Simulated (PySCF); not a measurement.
# Gas-phase XPS of 2-propyl-1,3-dioxolane, computed

Compound: 2-propyl-1,3-dioxolane, C6H12O2.
Atom-mapped SMILES: `[CH3:1][CH2:2][CH2:3][CH:4]1[O:5][CH2:6][CH2:7][O:8]1`

Computed with delta-SCF UKS SCAN, pcX-2 on the ionised atom, pcseg-1 elsewhere, spin-free X2C in PySCF 2.14.0. Vertical ΔSCF values, vacuum level as zero.

Task: List the computed XPS lines with their assignment.

Result: 
| atom(s) | environment | level | binding energy (eV) | above the level's lowest (eV) | count |
| --- | --- | --- | --- | --- | --- |
| O5/O8 | cyclic ether oxygen | O 1s | 538.44 | 0.00 | 2 |
| C4 | sp3 carbon bearing two oxygens | C 1s | 293.25 | +2.81 | 1 |
| C6/C7 | sp3 carbon bound to oxygen | C 1s | 292.27 | +1.83 | 2 |
| C1 | methyl carbon | C 1s | 290.50 | +0.06 | 1 |
| C2 | chain CH2 carbon | C 1s | 290.47 | +0.03 | 1 |
| C3 | chain CH2 carbon | C 1s | 290.44 | 0.00 | 1 |

Lowest listed C 1s: C3, bonded to 2 C and 2 H. Highest, 2.81 eV above it: C4, bonded to 2 O, C and H. The widest gap between neighbouring values is 1.77 eV, between 290.50 and 292.27 eV. The values 290.44, 290.47 and 290.50 eV lie too close for their order to be trusted.

Task: Which photon wavelength matches the C 1s of C2 threshold?

Result: λ = hc/E = 12398.42 eV Å / 290.47 eV = 42.684 Å.

Topologically equivalent atoms share the value of their first member; where this conformer doesn't relate them by symmetry, their own values could differ. One conformer (not necessarily the lowest) at the PBE0-D3(BJ)/def2-SVP geometry, without solvent, vibrations or thermal averaging.

On one thread, Arm Neoverse V1 (shared host), this took 2.1 min.
